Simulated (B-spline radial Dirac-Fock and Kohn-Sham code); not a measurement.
**Ho: eigenvalues, ΔSCF and the reference**

System: neutral holmium in the configuration [Xe] 4f11 6s1 6p1 (not the ground configuration).

The density-functional columns are spherical, spin-unpolarised Dirac-Kohn-Sham results without Breit or QED terms: −ε is minus the orbital energy of the initial state and ΔSCF the difference of two total energies. The reference in the last column comes from relaxed Dirac-Fock hole states (ΔSCF) with Breit and QED corrections and a finite nucleus. All numbers are from a radial B-spline solver, in eV; a selection of levels is shown. The Kohn-Sham columns are given as differences from the reference. For the 1s level of heavy atoms much of the gap between ΔSCF and the reference is the Breit and QED part, -250.9 eV here; for other levels the error of the functional can be larger.

```
level  LDA −ε − DF  LDA ΔSCF − DF  Dirac-Fock
   1s       -243.2         +239.2     55617.9
   2s       -143.4          -58.6      9403.4
2p1/2       -102.8           +6.4      8920.8
2p3/2       -111.6          -15.1      8073.6
   3s        -69.0          -46.6      2137.7
3p1/2        -53.4          -29.3      1928.0
3p3/2        -52.5          -30.4      1748.4
3d3/2        -32.1           -5.1      1393.5
3d5/2        -32.8           -6.6      1355.1
   4s        -32.4          -23.5       441.6
4p1/2        -25.4          -16.5       357.5
4p3/2        -25.7          -17.1       317.5
4d3/2        -13.9           -5.5       178.5
4d5/2        -14.0           -5.7       171.3
   4f         -2.1           +5.0        6.98
5p1/2         -3.6           +1.8       34.76
5p3/2         -3.7           +1.5       29.77
   6s         -1.5           +1.0        6.31
   6p         -1.3           +0.5        3.21
```

Values without a named source are computed, but for edge energies of neutral atoms, which are taken from tables.
